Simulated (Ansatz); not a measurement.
Mulliken charges of H4O4SW (`[OH][W]([OH])([OH])([OH])=[S]`) from r2SCAN/def2-TZVPP in Ansatz (PBE0-D4/def2-TZVP geometry).

```tsv
atom	x (Å)	y (Å)	z (Å)	charge (e)
O1	-1.230	-0.034	-1.465	-0.364
W2	-0.175	0.292	0.059	0.998
O3	0.995	-0.398	1.416	-0.436
O4	-1.441	-0.603	1.146	-0.394
O5	1.432	0.047	-0.968	-0.438
S6	-0.378	2.383	0.353	-0.246
H7	-1.383	-0.890	-1.872	0.210
H8	1.929	-0.327	1.197	0.222
H9	-1.126	-1.050	1.937	0.229
H10	1.460	0.530	-1.800	0.219
```

Question: By hand: the dipole of these point charges (1 e Å = 4.8032 D).

Answer: Σ q r = (0.072, -0.276, -0.218) e Å, of length 0.359 e Å = 1.72 D.

Question: How does the dipole of the full density compare? (Estimate.)

Answer: Computed: (0.198, -0.516, -0.337) e Å, 3.11 D; the point charges give 0.55 times that, at 8° from its direction.

Point charges leave out the atoms' own dipoles, such as those of lone pairs, and Mulliken's split depends on the basis, so the two needn't agree.
